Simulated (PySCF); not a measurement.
**TDDFT excited states: C2H6Cl3NSi**

Species: Si(NMe2)Cl3, C2H6Cl3NSi.
SMILES: `CN(C)[Si](Cl)(Cl)Cl`

Level of theory: TDDFT B3LYP/def2-SVPD, vertical, gas phase, core orbitals frozen in the response (PySCF 2.14.0, density-fitted response routines). Geometry: PBE0-D3(BJ)/def2-SVP; no solvent, vibrations or thermal averaging.

```csv
state,E (eV),E (kJ/mol),λ (nm),f,symmetry,"main configurations (H = HOMO, L = LUMO)"
S1,5.64,544,219.9,0.0072,A′,H→L (99%)
S2,6.26,604,198.1,0.0001,–,H→L+2 (96%)
S3,6.29,607,197.2,0.021,A′,H→L+1 (98%)
S4,7.02,677,176.6,0.100,A′,"H→L+3 (85%), H→L+4 (10%)"
S5,7.18,693,172.7,0.046,A′,"H→L+4 (83%), H→L+3 (12%)"
S6,7.29,703,170.2,0.0009,–,H-1→L (97%)
S7,7.36,710,168.4,0.0019,–,H→L+5 (95%)
S8,7.60,733,163.2,0.012,A′,"H→L+6 (80%), H→L+8 (9%)"
S9,7.65,738,162.0,0.035,A″,H-2→L (95%)
S10,7.68,741,161.5,0.041,A′,H-3→L (91%)
```

Triplets (Tamm–Dancoff): T1 5.43 eV, H→L (94%); T2 6.14 eV, H→L+2 (94%); T3 6.17 eV, H→L+1 (96%); T4 6.51 eV, H→L+3 (87%).

The lowest singlet lies at 5.64 eV (220 nm, ultraviolet) and is weak; its leading configuration is HOMO→LUMO (99%). The strongest level in the table is S4 at 7.02 eV (177 nm, f = 0.100). Löwdin shares by element: HOMO nitrogen 54%, carbon 17%, chlorine 6% or more (atoms not listed hold the other 23%); LUMO chlorine 68%, silicon 22%. The listed states span 2.04 eV, and the widest gap between neighbours is 0.73 eV (S3 to S4). Orbital energies (eV): HOMO-3 -9.19, HOMO-2 -9.17, HOMO-1 -8.85, HOMO -7.03, LUMO -0.49, LUMO+1 0.21, LUMO+2 0.32. Weighted by f, the mean energy of these states is 7.17 eV. Symmetry labels in Cs follow from the direction of the transition dipole and are given only for states with f of 0.002 or more. Singlets were solved by full linear response, triplets in the Tamm–Dancoff approximation.
